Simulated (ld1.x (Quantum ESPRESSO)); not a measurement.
Reading a pseudo-wave (hafnium (Hf))

Columns: radius, all-electron u(r) and pseudo u(r) of the 6s shell (level -5.11 eV) of hafnium in the configuration [Kr] 4d10 4f14 5s2 5p6 5d2 6s2 6p0; PBE, scalar-relativistic, TM scheme, ld1.x (Quantum ESPRESSO) 7.5.

```json
{"r (bohr)": "0.135", "all-electron": "0.1076", "pseudo": "-0.0250"}
{"r (bohr)": "0.270", "all-electron": "-0.0757", "pseudo": "-0.0493"}
{"r (bohr)": "0.405", "all-electron": "-0.1613", "pseudo": "-0.0722"}
{"r (bohr)": "0.540", "all-electron": "-0.0012", "pseudo": "-0.0933"}
{"r (bohr)": "0.675", "all-electron": "0.1750", "pseudo": "-0.1123"}
{"r (bohr)": "0.810", "all-electron": "0.2686", "pseudo": "-0.1295"}
{"r (bohr)": "0.945", "all-electron": "0.2746", "pseudo": "-0.1458"}
{"r (bohr)": "1.080", "all-electron": "0.2174", "pseudo": "-0.1627"}
{"r (bohr)": "1.215", "all-electron": "0.1235", "pseudo": "-0.1822"}
{"r (bohr)": "1.350", "all-electron": "0.0138", "pseudo": "-0.2066"}
{"r (bohr)": "1.485", "all-electron": "-0.0976", "pseudo": "-0.2383"}
{"r (bohr)": "1.620", "all-electron": "-0.2023", "pseudo": "-0.2790"}
{"r (bohr)": "1.755", "all-electron": "-0.2956", "pseudo": "-0.3291"}
{"r (bohr)": "1.890", "all-electron": "-0.3756", "pseudo": "-0.3858"}
{"r (bohr)": "2.025", "all-electron": "-0.4419", "pseudo": "-0.4436"}
{"r (bohr)": "2.160", "all-electron": "-0.4953", "pseudo": "-0.4953"}
{"r (bohr)": "2.295", "all-electron": "-0.5366", "pseudo": "-0.5366"}
{"r (bohr)": "2.430", "all-electron": "-0.5672", "pseudo": "-0.5672"}
{"r (bohr)": "2.565", "all-electron": "-0.5884", "pseudo": "-0.5884"}
{"r (bohr)": "2.700", "all-electron": "-0.6015", "pseudo": "-0.6015"}
{"r (bohr)": "2.835", "all-electron": "-0.6075", "pseudo": "-0.6075"}
{"r (bohr)": "2.970", "all-electron": "-0.6076", "pseudo": "-0.6076"}
{"r (bohr)": "3.105", "all-electron": "-0.6025", "pseudo": "-0.6025"}
{"r (bohr)": "3.240", "all-electron": "-0.5932", "pseudo": "-0.5932"}
{"r (bohr)": "3.375", "all-electron": "-0.5803", "pseudo": "-0.5803"}
{"r (bohr)": "3.510", "all-electron": "-0.5647", "pseudo": "-0.5647"}
```

**Question.** How many radial nodes do the two functions have?

**Answer.** The all-electron 6s function has n − l − 1 = 5 (the table is too coarse to show those close to the nucleus); the pseudo-wave has 0, since the states of the same l below it are removed with the core.

**Question.** At about which radius was the pseudo-wave matched?

**Answer.** 2.25 bohr, where the columns begin to agree (steps of 0.14 bohr).

**Question.** Is the pseudo-wave norm-conserving?

**Answer.** Yes: the TM scheme keeps the norm inside the radius equal to the all-electron one, which fixes the energy derivative of the logarithmic derivative at the level.
